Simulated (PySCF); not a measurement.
Continuum solvent and chemical shifts

Numbering as in the mapped SMILES `[SiH3:1][CH2:2][BH2-:3][PH3+:4]` (H(Xn): hydrogen on atom n).

GIAO PBE0/pcSseg-1 in PySCF on one PBE0-D3(BJ)/def2-SVP conformer, non-relativistic, equivalent nuclei averaged. Solvents enter as an IEF-PCM continuum (benzene with ε = 2.3, chloroform with ε = 4.7) around the gas-phase geometry. Shifts are referred to TMS, BF3·OEt2, PH3 computed in the same medium.

In benzene, δ in ppm: Si1 -59.1, C2 -9.3, B3 -38.6, P4 122.7, H(P4) 4.20, H(Si1) 3.88, H(B3) 1.50, H(C2) -0.58. Dipole moment 5.97 D.

Problem. How does each δ change in the more polar medium?

Solution. 
```csv
atoms,environment,"Δδ, chloroform"
Si1,"silicon bonded to C, 3 H",+0.1
C2,sp3 CH2 bonded to B and Si,+0.1
B3,"boron bonded to C, P, 2 H",0.0
P4,"phosphorus bonded to B, 3 H",+1.3
H(P4),hydrogen on a phosphorus bonded to B,+0.10
H(Si1),hydrogen on a silicon bonded to C,-0.05
H(B3),"hydrogen on a boron bonded to C, P",-0.16
H(C2),hydrogen on an sp3 CH2 bonded to B and Si,+0.04
```

Changes are relative to benzene. The dipole moment becomes 6.42 D in chloroform.

Problem. Which nuclei move most (in ppm), and what does the model miss?

Solution. P4 (phosphorus bonded to B, 3 H, +1.3 ppm) in chloroform. A continuum only polarises the solute; specific hydrogen bonds, the anisotropy of aromatic solvents and changes of geometry or conformer are outside it.
